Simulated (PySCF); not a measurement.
A structure optimised at PBE-D3(BJ)/def2-SVP, used in a PySCF frequency run:

```xyz
10

F     -2.3348    -0.2499     1.1586
C     -1.5636    -0.0978     0.0199
C     -0.5246     1.0039     0.0510
C      0.4687     0.1097    -0.1667
Cl     2.1530     0.2611    -0.4747
C     -0.3950    -1.1308    -0.1334
H     -2.2500    -0.0686    -0.8567
H     -0.5796     2.0961     0.1453
H     -0.2755    -1.7599     0.7710
H     -0.3947    -1.7671    -1.0427
```
Charge 0, spin multiplicity 1.

Write its SMILES and formula.

F[C@H]1C=C(Cl)C1, C4H4ClF

What are its rotational constants (standard atomic weights)?

10.163, 1.4415, 1.3374 GHz
